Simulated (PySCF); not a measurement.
C3H9N, triplet, at the geometry of the source list (a higher spin typed on purpose: for a closed-shell molecule this is an excited state). Base run: M062X/6-31G (PySCF).

Input for PySCF:
```python
from pyscf import gto, scf, dft, solvent

mol = gto.M(
    atom='''
C    -1.849100   -0.022400    0.243100
C    -0.449000   -0.448700   -0.174400
N     0.504600    0.613700    0.090000
C     1.861600    0.256300   -0.260600
H    -2.126800    0.891000   -0.276100
H    -2.567600   -0.800800    0.002000
H    -1.887200    0.165500    1.314600
H    -0.177100   -1.390500    0.338900
H    -0.427100   -0.642800   -1.252200
H     0.460900    0.863800    1.075200
H     2.523400    1.085000   -0.014600
H     1.908900    0.081400   -1.336000
H     2.224600   -0.651500    0.249900
''',
    basis='6-31g',
    charge=0,
    spin=2,
    verbose=4,
)

mf = dft.UKS(mol)
mf.xc = 'm062x'
mf.kernel()
```

The base run was repeated with changes; each row names its change, and settings that it needs were set with it.

```
change                                                   ΔE vs base (kJ/mol)  dipole (D)
-------------------------------------------------------  -------------------  ----------
base                                                                    0.00        2.38
model = IEF-PCM; solvent = dichloromethane                            -22.19        4.55
model = IEF-PCM; solvent = methanol                                    -28.1        4.94
model = IEF-PCM; solvent = methanol; vdw_scale = 1.4                  -20.70        4.42
model = IEF-PCM; solvent = chloroform                                 -16.63        4.11
model = C-PCM; solvent = methanol                                      -29.0        5.00
model = IEF-PCM; solvent = water                                       -29.6        5.03
model = IEF-PCM; solvent = methanol; lebedev_order = 11               -25.90        4.80
model = SS(V)PE; solvent = methanol                                    -27.2        4.87
model = ddCOSMO; solvent = methanol                                   -21.48        4.50
model = COSMO; solvent = methanol                                      -28.2        4.95
model = IEF-PCM; solvent = methanol; vdw_scale = 1.0                   -33.9        5.20
```

The base is the gas phase, so ΔE is the electrostatic part of solvation at a fixed geometry, without cavity and dispersion terms.

Open shells are given as the SCF converged; they aren't shown to be the lowest states, and a large step between rows can be another state.
